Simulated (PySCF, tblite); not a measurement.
C₅H₁₂O₃Si.
Numbering: `[CH3:1][CH2:2][C@:3]([CH3:4])([O:5][SiH3:6])[C:7](=[O:8])[OH:9]` (hydrogens: H10, H11, H12 on C1; H13, H14 on C2; H15, H16, H17 on C4; H18, H19, H20 on Si6; H21 on O9)

Structure used (GFN2-xTB), in Å, numbered top down from 1:
```xyz
21
C5H12O3Si angstrom
C      2.003    0.471    0.777
C      1.442   -0.359   -0.372
C     -0.096   -0.280   -0.450
C     -0.628   -1.158   -1.595
O     -0.480    1.031   -0.670
Si    -1.505    2.023    0.113
C     -0.693   -0.807    0.844
O     -1.452   -0.187    1.540
O     -0.310   -2.050    1.131
H      1.667    1.501    0.691
H      1.672    0.081    1.738
H      3.090    0.455    0.753
H      1.732   -1.405   -0.263
H      1.834    0.018   -1.317
H     -0.329   -2.193   -1.455
H     -0.229   -0.787   -2.536
H     -1.713   -1.092   -1.630
H     -1.054    2.416    1.446
H     -2.887    1.549    0.120
H     -1.344    3.137   -0.821
H     -0.729   -2.347    1.956
```

The calculation used PBE0/pcSseg-1 in PySCF (dipole) on a GFN2-xTB geometry, gas phase.

Masses are those of the commonest isotopes; rigid-rotor values at the optimised geometry. The values belong to one conformer with, in the numbering `[CH3:1][CH2:2][C@:3]([CH3:4])([O:5][SiH3:6])[C:7](=[O:8])[OH:9]`, C1–C2–C3–C4 -179°, C2–C3–O5–Si6 -126°, C2–C3–C7–O8 124°, C3–C7–O9–H -179°.

(1) Give the principal moments of inertia and the rotational constants in GHz.

(2) Classify the top.

(3) What does the inertial defect say?

(4) Give the other two planar moments, Paa and Pbb, and the rms extents of the mass along the axes.

(5) Where do the levels up to J = 3 lie, in cm⁻¹?

(6) Which lines would a microwave search look for?

(7) Estimate the classical rotational partition function at 25 K, 50 K and 500 K.

## Answers

(1) Ia = 303.33, Ib = 425.59, Ic = 476.57 u·Å²; 505379 MHz·u·Å²/I gives 1666, 1187 and 1060 MHz, that is A = 1.6661, B = 1.1875, C = 1.0604 GHz.

(2) An asymmetric top. Ray's parameter κ = (2B − A − C)/(A − C) = -0.581; −1 is the prolate and +1 the oblate limit.

(3) Not planar: Δ = Ic − Ia − Ib = -252.35 u·Å². For a rigid frame Δ = −2 Σ m c², so Σ m c² = 126.17 u·Å² lies off the ab plane: 30.94 from hydrogen and 95.23 from heavier atoms. The atom farthest from that plane is 2.65 Å away.

(4) Paa = Σ m a² = (Ib + Ic − Ia)/2 = 299.42 and Pbb = Σ m b² = (Ia + Ic − Ib)/2 = 177.16 u·Å². With the mass M = 148.06 u, the rms extents √(P/M) along a, b and c are 1.42, 1.09, 0.92 Å.

(5) Above 0(0,0):
J = 1: 1(0,1) 0.0750, 1(1,1) 0.0909, 1(1,0) 0.0952
J = 2: 2(0,2) 0.2242, 2(1,2) 0.2367, 2(1,1) 0.2494, 2(2,1) 0.2973, 2(2,0) 0.2980
J = 3: 3(0,3) 0.4463, 3(1,3) 0.4548, 3(1,2) 0.4802, 3(2,2) 0.5222, 3(2,1) 0.5258, 3(3,1) 0.6131, 3(3,0) 0.6132

(6) The dipole components are |μa| = 3.00 D, |μb| = 0.57 D, |μc| = 0.13 D. Intensities carry the squares of the components, which stand as 1.00 : 0.04 : 0.00 (a : b : c). Some lines, for components of 0.1 D or more:

```
type  branch         J(Ka,Kc)   MHz  lower level (cm⁻¹)
   c       Q  2(1,2) ← 2(0,2)   374               0.224
   a       Q  2(1,1) ← 2(1,2)   381               0.237
   c       Q  1(1,1) ← 1(0,1)   479               0.075
   b       Q  2(1,1) ← 2(0,2)   755               0.224
   b       Q  2(2,0) ← 2(1,1)  1458               0.249
   b       Q  2(2,1) ← 2(1,2)  1817               0.237
   a       R  1(0,1) ← 0(0,0)  2248               0.000
   b       R  1(1,1) ← 0(0,0)  2727               0.000
   c       R  1(1,0) ← 0(0,0)  2854               0.000
   a       R  2(1,2) ← 1(1,1)  4369               0.091
   a       R  2(0,2) ← 1(0,1)  4474               0.075
   a       R  2(1,1) ← 1(1,0)  4623               0.095
   b       R  2(1,2) ← 1(0,1)  4847               0.075
   b       R  2(2,1) ← 1(1,0)  6059               0.095
   c       R  2(2,1) ← 1(1,1)  6186               0.091
   b       R  2(2,0) ← 1(1,1)  6208               0.091
```

(7) Point group C1, symmetry number σ = 1; q = (√π/σ)·√((kT/h)³/(ABC)), k/h = 20836.6 MHz/K: 14500 at 25 K, 41100 at 50 K, 1300000 at 500 K.

Its GFN2-xTB frequencies are all real (lowest 51 cm⁻¹). Zero-point vibration and centrifugal distortion are left out. A rigid rotor knows nothing of internal rotation, which can split or shift real lines.

The run took 1.8 min (with the writing of density and orbital grids) on one thread, Arm Neoverse N1 (aarch64), on a shared host, and the process peaked at 1.1 GiB of memory. This is the PBE0/pcSseg-1 job that gave the dipole, with the shieldings it also computed.
